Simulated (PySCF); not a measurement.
BF₂, SMILES F[B+]F, charge +1.

Coordinates come from a PBE-D3(BJ)/def2-TZVP optimisation.

Two levels are set side by side: PBE/def2-TZVPD (PySCF) and r2SCAN/def2-TZVPD (PySCF). Same geometry, gas phase. Differences are taken from unrounded values.

| quantity | r2SCAN | PBE | PBE minus r2SCAN |
|---|---|---|---|
| orbital gap (eV) | 12.02 | 10.90 | -1.12 |
| highest occupied level (eV) | -21.01 | -20.49 | 0.51 |
| lowest empty level (eV) | -8.98 | -9.59 | -0.61 |
| mean polarisability (bohr³) | 10.6 | 11.1 | 0.4 |

Rough cost on one machine, each run with all the roots and properties that it gave: r2SCAN against PBE about 4 times.
